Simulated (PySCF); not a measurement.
**Distorted geometries of Sm4S4**

Sm4S4 (singlet in the valence; each metal's 4f electrons, 6 of them, lie in its core potential, out of spins and levels). PySCF 2.14.0, RKS BP86, Sm lcecp-0-SVP with ECP52, S def2-SVP; non-relativistic Hamiltonian with scalar-relativistic core potentials where named; density fitting; no spin-orbit coupling. Relaxed geometry:

```xyz
8

Sm    1.4015    1.4015    1.4015
Sm    1.4015   -1.4015   -1.4015
Sm   -1.4015    1.4015   -1.4015
Sm   -1.4015   -1.4015    1.4015
S     1.4495    1.4495   -1.4495
S     1.4495   -1.4495    1.4495
S    -1.4495    1.4495    1.4495
S    -1.4495   -1.4495   -1.4495
```

Problem. Order these distorted geometries by energy above the relaxed one, lowest first.
A.
```xyz
8

Sm    1.3560    1.4394    1.2732
Sm    1.5182   -1.4274   -1.3925
Sm   -1.2959    1.4353   -1.3731
Sm   -1.4409   -1.4130    1.3882
S     1.4154    1.3492   -1.3576
S     1.3996   -1.4328    1.5028
S    -1.4810    1.4813    1.3648
S    -1.4715   -1.4322   -1.4059
```
B.
```xyz
8

Sm    1.3446    1.2884    1.3888
Sm    1.4576   -1.2566   -1.3466
Sm   -1.4847    1.4156   -1.4755
Sm   -1.2898   -1.3920    1.4691
S     1.3552    1.5835   -1.4201
S     1.4480   -1.3827    1.4830
S    -1.4383    1.4513    1.5361
S    -1.3926   -1.7075   -1.6347
```
C.
```xyz
8

Sm    1.3149    1.4088    1.5353
Sm    1.2495   -1.3537   -1.4793
Sm   -1.4866    1.3127   -1.3222
Sm   -1.3343   -1.4336    1.2807
S     1.4153    1.4594   -1.3678
S     1.7066   -1.7924    1.3951
S    -1.6421    1.7525    1.4352
S    -1.2234   -1.3537   -1.4771
```

Solution. A (0.33 eV), B (0.53 eV), C (1.38 eV).

Problem. Which forces (eV/Å) act in the one that lies 1.38 eV up?

Solution. 
```
Sm  -0.13 -0.52 -0.60
Sm   3.90 -0.35  0.00
Sm   0.05  1.62 -0.41
Sm   0.46  0.16  0.82
S   -0.29  0.17  0.39
S   -1.28  1.06 -0.16
S    0.63 -1.10  0.20
S   -3.34 -1.04 -0.24
```
Forces carry noise of the integration grid, about 0.01 to 0.03 eV/Å.

An lcecp potential fixes the number of 4f electrons, so in runs with it no electron can move into or out of that shell.
